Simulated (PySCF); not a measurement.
CH7ClGeSi, SMILES Cl[SiH2][CH2][GeH3].

Geometry: B3LYP-D3(BJ)/def2-SVP. The structure was generated by enumeration, and PubChem lists no compound with its InChIKey, so it may never have been made. One conformer was computed; it need not be the lowest.

Two levels are set side by side: PBE/def2-TZVP (PySCF) and M06-2X/def2-TZVP (PySCF). Same geometry, gas phase. Differences are taken from unrounded values.

```
quantity                     M06-2X    PBE  PBE minus M06-2X
---------------------------  ------  -----  ----------------
orbital gap (eV)              10.70   6.60             -4.10
highest occupied level (eV)   -9.77  -7.36              2.41
lowest empty level (eV)        0.93  -0.75             -1.68
dipole moment (D)              2.00   1.86             -0.14
mean polarisability (bohr³)    79.4   82.8               3.4
```

Without exact exchange PBE keeps part of each electron's self-repulsion, which lifts occupied levels and narrows the gap. PBE's more diffuse valence density responds more strongly to a field. Differences between two approximate levels are no errors against the true value.

Rough cost on one machine, each run with all the roots and properties that it gave: M06-2X against PBE about 3 times.
